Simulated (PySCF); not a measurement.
SMILES Fc1ccsc1-c1cccs1 (C₈H₅FS₂), singlet (GFN2-xTB optimised geometry):

```
16

F      0.548    -2.444     0.000
C      1.263    -1.307     0.000
C      2.672    -1.307     0.000
C      3.170    -0.045     0.000
S      1.932     1.148     0.000
C      0.683    -0.062     0.000
C     -0.701     0.292     0.000
C     -1.239     1.555     0.000
C     -2.644     1.552     0.000
C     -3.164     0.295     0.000
S     -1.951    -0.918     0.000
H      3.261    -2.205     0.000
H      4.195     0.264     0.000
H     -0.634     2.444     0.000
H     -3.243     2.444     0.000
H     -4.195     0.003     0.000
```

Method: PBE0/def2-TZVP (PySCF 2.14.0).

Question: What are the frontier orbital energies and the dipole moment?

Answer: HOMO-2 -7.44 eV, HOMO-1 -7.32 eV, HOMO -5.98 eV, LUMO -1.42 eV, LUMO+1 0.12 eV; dipole moment 1.28 D.

Meta-Löwdin charges at PBE0/def2-TZVP: F1 -0.26, C2 0.25, C3 -0.18, C4 -0.26, S5 0.30, C6 -0.16, C7 -0.12, C8 -0.16, C9 -0.15, C10 -0.28, S11 0.31, H12 0.15, H13 0.15, H14 0.13, H15 0.13, H16 0.15.
